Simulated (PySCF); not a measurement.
# Ions at one geometry of TlCl3(H2O)

PySCF 2.14.0, RKS PBE0, Tl def2-SVP with ECP60, Cl def2-SVP, O def2-SVP, H def2-SVP; non-relativistic Hamiltonian with scalar-relativistic core potentials where named; density fitting; no spin-orbit coupling; singlets restricted, open shells unrestricted. The geometry is relaxed for charge 0, singlet, vacuum:

```xyz
7

Tl   -0.0793   -0.1565    0.1565
Cl    0.8837    1.8720    1.0505
Cl   -1.5362   -1.4989    1.4989
Cl    0.8837   -1.0505   -1.8720
O    -1.4765    1.2676   -1.2676
H    -1.1784    2.1697   -1.0782
H    -1.1784    1.0782   -2.1697
```

Energies count from the relaxed state; an electron taken off or put on is at rest in vacuum. Charges and spins are Mulliken's.

```json
{"state": "charge 0, singlet, vacuum", "energy (eV)": "0.00", "spin squared": "0.00", "charge on Tl1 (e)": "0.62", "spin on Tl1 (e)": "0.00", "dipole about the centre of mass (D)": "3.43"}
{"state": "charge +1, doublet, vacuum", "energy (eV)": "10.83", "spin squared": "0.76", "charge on Tl1 (e)": "0.74", "spin on Tl1 (e)": "-0.04", "dipole about the centre of mass (D)": "2.95"}
```

Question: What does the state charge -1, doublet, vacuum give?

Answer: energy (eV) -1.48, spin squared 0.75, charge on Tl1 (e) 0.28, spin on Tl1 (e) 0.46, dipole about the centre of mass (D) 3.80.

With an electron taken off (doublet) the charges change, summed by element, by Tl +0.12 e, Cl +0.83 e, O +0.01 e, H +0.04 e. The vertical ionisation energy is 10.83 eV, against −ε(HOMO) = 8.85 eV of the relaxed state. The level lies 2.0 eV too high, as is usual for semilocal functionals and global hybrids, which keep a self-interaction error.

With an electron put on (doublet) the charges change, summed by element, by Tl -0.34 e, Cl -0.59 e, O +0.00 e, H -0.07 e. The vertical electron affinity is 1.48 eV, against −ε(LUMO) = 3.47 eV of the relaxed state. The basis has no diffuse functions, which an added electron needs. The added electron's level lies above zero.

Open shells may have lower solutions than those found.
